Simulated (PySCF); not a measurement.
# Predicted spectroscopic data

PySCF 2.14 calculation with σ from GIAO-PBE0/pcSseg-1 and coordinates at the GFN2-xTB level; non-relativistic Hamiltonian, gas phase, a single conformation, one averaged value for each set of equivalent atoms.

Scale: TMS for ¹H (31.72 ppm), ¹³C (186.93 ppm) (reference shieldings calculated alike). Splittings of carbon signals by F and P are missing where no couplings were computed. Where no couplings were computed, multiplicities follow the n + 1 count of equivalent neighbours, and m marks all less simple cases (inequivalent or close neighbours, rings, F or P nearby). Shifts are as computed. Against solution values, carbons near 30 ppm lie about +3 ppm off and those near 130 ppm about +5 ppm. Of 1309 compounds with measured shifts, 239 miss one by over three times the rms of a fit or turn the order of signals round; such compounds aren't used in these exercises. OH and NH positions are gas-phase values without hydrogen bonding to other molecules.

**1.** `C=C(C)[Si@H]([SiH3])Cl`, C$_{3}$H$_{9}$ClSi$_{2}$. ¹H NMR (400 MHz, computed): δ 6.26 (br s, 1H), 5.92 (br s, 1H), 5.58 (q, 1H), 3.56 (d, 3H), 1.96 (s, 3H). ¹³C{¹H} NMR (computed): δ 149.2, 136.4, 24.3.

**2.** `C#C[Si@](F)(C#CC)N[SiH3]`, C$_{5}$H$_{8}$FNSi$_{2}$. ¹H NMR (400 MHz, computed): δ 4.76 (s, 3H), 2.10 (s, 3H), 1.91 (s, 1H), 0.42 (br s, 1H). ¹³C{¹H} NMR (computed): δ 110.1, 100.0, 87.7, 84.9, 5.6.

**3.** SMILES C=C(OC[SiH3])OC(F)F, C$_{4}$H$_{8}$F$_{2}$O$_{2}$Si. ¹H NMR (400 MHz, computed): δ 6.98 (m, 1H), 4.07 (t, 3H), 3.92 (br s, 1H), 3.72 (q, 2H), 3.41 (br s, 1H). ¹³C{¹H} NMR (computed): δ 171.3 (C), 120.3 (CH), 64.5 (CH2), 57.4 (CH2).
